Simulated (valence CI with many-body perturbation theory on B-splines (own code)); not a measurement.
## Ca VIII: calculated level list

Level of theory: configuration interaction combined with many-body perturbation theory (CI+MBPT): three valence electrons over a frozen Dirac-Fock core [Ne], a basis of 9 s, 9 p, 8 d, 6 f, 3 g, 1 h functions for each j, with the one-electron correlation potential Σ1, the two-electron term Σ2, the three-electron term Σ3, Breit, model QED; selected CI, second order for the rest, scaled by the run's own slope (own B-spline code, finite nucleus).

No measured spectrum was set against this ion. As an estimate, levels hold to about 100 cm⁻¹ or 0.05 % of their energy and the worst to 300 or 400 cm⁻¹, as in measured light ions of charge 2 to 7.

Levels 1 to 32 of 32, with energies above the lowest level, 3s2.3p 2P°_1/2. "Leading %" is the weight of the configuration and term that name the level; weights of strongly mixed levels are sums over their largest components and can fall short, so below about 35 % the name and the second component can differ from the true leading terms, or belong to a minority configuration. In the jj column 3d3/2^4 stands for four electrons in 3d with j = 3/2. Lifetimes count E1, E2, E3, M1 and M2 decay at the calculated energies, and are blank where another channel may lead or the interval is too uncertain; long ones can be off by a factor of two.

| No. | Configuration | Term | J | E (eV) | Leading % | Leading jj | g | Lifetime |
| --- | --- | --- | --- | --- | --- | --- | --- | --- |
| 1 | 3s2.3p | 2P° | 1/2 | 0.000 | 96 | 3s^2 3p1/2 (96 %) | 0.665 |  |
| 2 | 3s2.3p | 2P° | 3/2 | 0.535 | 96 | 3s^2 3p3/2 (96 %) | 1.334 | 1.38 s |
| 3 | 3s.3p2 | 4P | 1/2 | 16.084 | 99 | 3s 3p1/2^2 (48 %) | 2.669 | 476 ns |
| 4 | 3s.3p2 | 4P | 3/2 | 16.281 | 99 | 3s 3p1/2 3p3/2 (89 %) | 1.734 | 2.30 μs |
| 5 | 3s.3p2 | 4P | 5/2 | 16.574 | 99 | 3s 3p3/2^2 (61 %) | 1.600 | 792 ns |
| 6 | 3s.3p2 | 2D | 3/2 | 21.273 | 86 | 3s 3p1/2 3p3/2 (59 %) | 0.800 | 1.19 ns |
| 7 | 3s.3p2 | 2D | 5/2 | 21.305 | 86 | 3s 3p1/2 3p3/2 (53 %) | 1.201 | 1.29 ns |
| 8 | 3s.3p2 | 2S | 1/2 | 26.883 | 95 | 3s 3p3/2^2 (58 %) | 1.968 | 145 ps |
| 9 | 3s.3p2 | 2P | 1/2 | 28.674 | 93 | 3s 3p1/2 3p3/2 (62 %) | 0.701 | 52.4 ps |
| 10 | 3s.3p2 | 2P | 3/2 | 28.994 | 95 | 3s 3p3/2^2 (56 %) | 1.333 | 51.0 ps |
| 11 | 3s2.3d | 2D | 3/2 | 35.016 | 84 | 3s^2 3d3/2 (84 %) | 0.799 | 42.4 ps |
| 12 | 3s2.3d | 2D | 5/2 | 35.043 | 84 | 3s^2 3d5/2 (84 %) | 1.200 | 44.0 ps |
| 13 | 3p3 | 2D° | 3/2 | 41.631 | 67 | 3p1/2 3p3/2^2 (28 %) | 0.802 | 676 ps |
| 14 | 3p3 | 2D° | 5/2 | 41.688 | 67 | 3p1/2 3p3/2^2 (67 %) | 1.200 | 670 ps |
| 15 | 3p3 | 4S° | 3/2 | 42.910 | 98 | 3p1/2 3p3/2^2 (56 %) | 1.997 | 58.4 ps |
| 16 | 3s.3p.3d | 4F° | 3/2 | 46.771 | 89 | 3s 3p1/2 3d3/2 (68 %) | 0.494 | 1.38 ns |
| 17 | 3p3 | 2P° | 1/2 | 46.775 | 77 | 3p1/2 3p3/2^2 (77 %) | 0.665 | 141 ps |
| 18 | 3p3 | 2P° | 3/2 | 46.794 | 68 | 3p3/2^3 (42 %) | 1.241 | 159 ps |
| 19 | 3s.3p.3d | 4F° | 5/2 | 46.884 | 99 | 3s 3p1/2 3d3/2 (35 %) | 1.029 | 40.2 ns |
| 20 | 3s.3p.3d | 4F° | 7/2 | 47.043 | 100 | 3s 3p3/2 3d3/2 (38 %) | 1.238 | 46.6 ns |
| 21 | 3s.3p.3d | 4F° | 9/2 | 47.255 | 100 | 3s 3p3/2 3d5/2 (100 %) | 1.334 |  |
| 22 | 3s.3p.3d | 4P° | 5/2 | 50.685 | 86 | 3s 3p1/2 3d5/2 (75 %) | 1.570 | 68.3 ps |
| 23 | 3s.3p.3d | 4P° | 3/2 | 50.815 | 77 | 3s 3p1/2 3d3/2 (33 %) | 1.615 | 62.9 ps |
| 24 | 3s.3p.3d | 4P° | 1/2 | 50.932 | 72 | 3s 3p3/2 3d3/2 (47 %) | 1.928 | 60.0 ps |
| 25 | 3s.3p.3d | 4D° | 1/2 | 51.131 | 72 | 3s 3p3/2 3d3/2 (75 %) | 0.739 | 47.2 ps |
| 26 | 3s.3p.3d | 4D° | 3/2 | 51.201 | 77 | 3s 3p3/2 3d3/2 (76 %) | 1.318 | 46.2 ps |
| 27 | 3s.3p.3d | 4D° | 5/2 | 51.248 | 87 | 3s 3p3/2 3d3/2 (52 %) | 1.399 | 44.6 ps |
| 28 | 3s.3p.3d | 4D° | 7/2 | 51.262 | 99 | 3s 3p3/2 3d5/2 (70 %) | 1.429 | 42.8 ps |
| 29 | 3s.3p.3d | 2D° | 5/2 | 52.524 | 79 | 3s 3p3/2 3d5/2 (46 %) | 1.203 | 53.5 ps |
| 30 | 3s.3p.3d | 2D° | 3/2 | 52.525 | 80 | 3s 3p3/2 3d5/2 (33 %) | 0.801 | 53.3 ps |
| 31 | 3s.3p.3d | 2F° | 5/2 | 55.071 | 98 | 3s 3p1/2 3d5/2 (43 %) | 0.857 | 109 ps |
| 32 | 3s.3p.3d | 2F° | 7/2 | 55.496 | 98 | 3s 3p3/2 3d5/2 (64 %) | 1.143 | 107 ps |

Names give the largest LS component (configuration and term), which can be under half, so a name can repeat, a term be missing and a line seem to break the LS rules; names also repeat where a configuration has a term twice.

Where two levels of one J and parity lie close, their mixing, g and order are uncertain.

The ionisation energy to 3s2 1S_0 of the next ion comes out as 147.8 eV (NIST: 147.24 ± 0.12 eV (measured), further off than twice its uncertainty). All 32 levels together are meant to be complete up to 57.271 eV.
